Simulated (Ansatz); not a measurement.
`[SiH3][NH][AlH][SiH2]Cl` + `NB(F)Cl` → `NB(F)[SiH2]Cl` + `[SiH3][NH][AlH][Cl]`  (redistribution)

Calculated with Ansatz (gas phase, PBE0-D4/def2-TZVP geometries, no zero-point term in ΔE). CCSD(T)/CBS adds triple-zeta CCSD(T) − MP2 to the extrapolated MP2 energy (def2 sets, frozen cores). DFT in def2-TZVPP. Each species was taken in one conformer, which may not be the lowest.

```
             level  ΔE (kJ/mol)  difference from CCSD(T)/CBS
            PBE-D4        -57.1                         11.9
           PBE0-D4        -59.3                          9.7
           ωB97X-V        -67.5                          1.5
            B2PLYP        -70.3                         -1.3
     HF/def2-TZVPP        -74.8                         -5.8
    MP2/def2-TZVPP        -69.0                          0.0
   CCSD/def2-TZVPP        -67.4                          1.6
CCSD(T)/def2-TZVPP        -66.0                          3.0
     HF/def2-QZVPP        -75.2                         -6.2
     MP2/CBS(def2)        -72.1                         -3.1
       CCSD(T)/CBS        -69.0                            0
```

Largest T1 diagnostic among the species: 0.012.

In def2-TZVPP, CCSD(T) changes the Hartree–Fock value by +8.8 kJ/mol (the triples alone add +1.4 kJ/mol) and MP2 by +5.7 kJ/mol. The D4 term adds +3.1 kJ/mol with B3LYP and +1.9 kJ/mol with PBE0; it sums over pairs of atoms, weighted by their polarisabilities, and B3LYP, whose exchange is more repulsive, gets the larger term.

B3LYP here is the variant with VWN-RPA as its local correlation; programs differ in this.
